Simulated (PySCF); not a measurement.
Computed shifts of a molecule C₁₀H₈, PySCF with B3LYP/pcSseg-1, GIAO, gas phase, atoms alike by connectivity averaged where their shifts nearly agree, in ppm (number of nuclei): ¹³C: 141.8 (2), 137.1 (4), 134.6 (4). ¹H: 8.17 (4), 7.87 (4). References: ¹³C against TMS (σ = 181.3 ppm); ¹H against TMS (σ = 31.68 ppm), references at their B3LYP-D3(BJ)/def2-TZVP geometries, non-relativistic. The structure is a stationary point at r2SCAN-D4/def2-SVP. Other conformers were not sampled.

Q: Which structure fits?
A. c1ccc2ccccc2c1
B. C=CC#Cc1ccccc1
C. c1ccc2cccc-2cc1
D. C#Cc1cccc(C=C)c1

A: A, c1ccc2ccccc2c1
